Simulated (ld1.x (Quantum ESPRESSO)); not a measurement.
# Reading a pseudo-wave (Pd)

Columns: radius, all-electron u(r) and pseudo u(r) of the 4d shell (level -27.58 eV) of palladium in the configuration [Kr] 4d8 5s0 5p0; LDA (PZ), scalar-relativistic, PAW scheme, ld1.x (Quantum ESPRESSO) 7.5.

| r (bohr) | all-electron | pseudo |
| --- | --- | --- |
| 0.152 | 0.3669 | -0.0053 |
| 0.305 | 0.3761 | -0.0404 |
| 0.458 | -0.0353 | -0.1239 |
| 0.610 | -0.4499 | -0.2549 |
| 0.762 | -0.7284 | -0.4156 |
| 0.915 | -0.8689 | -0.5765 |
| 1.068 | -0.9082 | -0.7044 |
| 1.220 | -0.8857 | -0.7765 |
| 1.372 | -0.8297 | -0.7877 |
| 1.525 | -0.7574 | -0.7485 |
| 1.678 | -0.6796 | -0.6796 |
| 1.830 | -0.6030 | -0.6031 |
| 1.982 | -0.5303 | -0.5303 |
| 2.135 | -0.4626 | -0.4626 |
| 2.288 | -0.4013 | -0.4013 |
| 2.440 | -0.3467 | -0.3467 |
| 2.592 | -0.2983 | -0.2983 |
| 2.745 | -0.2555 | -0.2555 |
| 2.898 | -0.2181 | -0.2181 |
| 3.050 | -0.1858 | -0.1858 |
| 3.202 | -0.1578 | -0.1578 |
| 3.355 | -0.1336 | -0.1336 |
| 3.508 | -0.1129 | -0.1129 |
| 3.660 | -0.0952 | -0.0952 |
| 3.812 | -0.0802 | -0.0802 |
| 3.965 | -0.0674 | -0.0674 |

(1) How many radial nodes do the two functions have?

(2) At about which radius was the pseudo-wave matched?

(3) Is the pseudo-wave norm-conserving?

Results:

(1) The all-electron 4d function has n − l − 1 = 1; the pseudo-wave has 0, since the states of the same l below it are removed with the core.

(2) 1.90 bohr. The columns agree to 0.0005 from 1.68 bohr on; several derivatives are matched, so the curves merge somewhat inside the radius.

(3) No, it belongs to a PAW set: the norm inside the radius is not constrained, and the difference is carried by the augmentation charge.
